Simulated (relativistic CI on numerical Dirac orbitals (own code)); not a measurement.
**One change at a time: Ru⁹⁺**

Base calculation: Dirac-Coulomb-Breit CI, orbitals from a KLI potential per configuration, model QED (radiative potential, 1s self-energy scaled to tabulated hydrogen-like ionisation energies), unscaled Slater integrals.

Configuration list (outside the closed core [Ar] 3d10): 4s2 4p5, 4s 4p6, 4s2 4p4 4d, 4s 4p5 4d, 4s2 4p4 4f, 4s 4p5 4f, 4s2 4p4 5s, 4p6 4d, 4s2 4p4 5p, 4s 4p4 4d2, 4s2 4p3 4d 5p, 4s2 4p3 4d 4f, 4p6 5s, 4s2 4p4 5d, 4s 4p5 5s, 4p6 5p, 4p6 4f, 4s 4p4 4d 5s, 4s 4p5 5p, 4s2 4p4 6s, 4s2 4p4 5f, 4s2 4p4 6p, 4s2 4p3 5s 5p, 4s2 4p3 4f 5s, 4s2 4p4 5g, 4s2 4p4 6d, 4s2 4p3 4d2, 4s2 4p2 4d3, 4s 4p3 4d3, 4s2 4p2 4d2 4f, 4s 4p3 4d2 4f, 4s2 4p2 4d2 5s, 4p5 4d2, 4p4 4d3, 4p4 4d2 4f, 4p4 4d2 5s, 4s2 4p3 5s2, 4s2 4p2 4d 5s2, 4s 4p3 4d 5s2, 4s2 4p2 4f 5s2, 4s 4p3 4f 5s2. Double excitations out of closed p, d and f shells are left out; levels of such configurations are missing from the list, as are those of other unlisted configurations, and high levels can miss mixing partners. These lack a partner that the ground configuration has and come out too high: 4s2 4p4 5p, 4s2 4p4 5d, 4s 4p5 5s, 4s 4p5 5p, 4s2 4p4 6s.

The lowest level and the first level of each name with at least 55 % of one term (blank where a level has no safe partner in the second run):

| Level | Base (cm⁻¹) | Shift (cm⁻¹) |
| --- | --- | --- |
| 4s2 4p5 2P°_3/2 | 0 | 0 |
| 4s2 4p5 2P°_1/2 | 32629 | +3 |
| 4s 4p6 2S_1/2 | 274133 | +656 |
| 4s2 4p4 4d 4D_5/2 | 360445 | +1234 |
| 4s2 4p4 4d 4D_3/2 | 361805 | +1235 |
| 4s2 4p4 4d 4D_7/2 | 362443 | +1234 |
| 4s2 4p4 4d 4D_1/2 | 365481 | +1236 |
| 4s2 4p4 4d 4F_9/2 | 379769 | +1238 |
| 4s2 4p4 4d 2P_1/2 | 389347 | +1241 |
| 4s2 4p4 4d 4P_1/2 | 396078 | +1232 |
| 4s2 4p4 4d 4F_5/2 | 399076 | +1240 |
| 4s2 4p4 4d 4P_5/2 | 408443 | +1240 |
| 4s2 4p4 4d 2D_5/2 | 418769 | +1241 |
| 4s2 4p4 4d 2G_7/2 | 421442 | +1245 |
| 4s2 4p4 4d 2G_9/2 | 424083 | +1243 |
| 4s2 4p4 4d 2F_5/2 | 424568 | +1246 |
| 4s2 4p4 4d 2F_7/2 | 448810 | +1249 |
| 4s2 4p4 4d 2S_1/2 | 493338 | +1128 |
| 4s 4p5 4d 4P°_1/2 | 627026 | +1681 |
| 4s 4p5 4d 4P°_3/2 | 631589 | +1686 |
| 4s 4p5 4d 4P°_5/2 | 640087 | +1694 |
| 4s 4p5 4d 4F°_9/2 | 645229 | +1775 |

At this charge energies of transitions that change n are usually good to better than 1 %, and those within a shell (Δn = 0) to a few per cent.

**Question.** One thing was changed in a second run, which moved the levels as shown. Which?
A. one mean potential for all configurations
B. P86 correlation estimate
C. Breit term removed
D. QED terms removed
E. configuration mixing switched off

**Answer.** B. P86 correlation estimate. A correlation estimate moves all levels of a configuration together before mixing; mixed levels move by a weighted share.

LS names give the leading component of a level, which can be under half, so a name can repeat, a term be missing and a line seem to break the LS rules.
